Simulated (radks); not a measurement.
Q: The mean radii <r> (bohr) of the occupied orbitals of an atom or ion are listed with their occupations. Method: scalar-relativistic Kohn-Sham, exchange-only LDA, spin-polarised, spherical densities, point nucleus; computed with a radial shooting solver on a logarithmic mesh with Libxc functionals.

| orbital | occ. | <r> |
|---|---|---|
| 1s up | 1 | 0.01659 |
| 1s down | 1 | 0.01659 |
| 2s up | 1 | 0.06985 |
| 2s down | 1 | 0.06985 |
| 2p up | 3 | 0.06318 |
| 2p down | 3 | 0.06318 |
| 3s up | 1 | 0.1779 |
| 3s down | 1 | 0.1779 |
| 3p up | 3 | 0.1785 |
| 3p down | 3 | 0.1784 |
| 3d up | 5 | 0.1607 |
| 3d down | 5 | 0.1606 |
| 4s up | 1 | 0.3535 |
| 4s down | 1 | 0.3533 |
| 4p up | 2 | 0.3636 |

Name the element and its charge. Open shells, if any, are filled with parallel spins first.

A: Z = 80, mercury, charge +48: Hg48+ in [Ar] 3d10 4s2 4p2. The 1s radius gives Z: for a bare nucleus <r> = (2 gamma + 1)/(2Z) with gamma = sqrt(1 - (Z/c)^2), 0.0164 bohr for Z = 80, and screening makes it slightly larger (0.01659 here). The occupations add up to 32, and the charge is Z minus that.
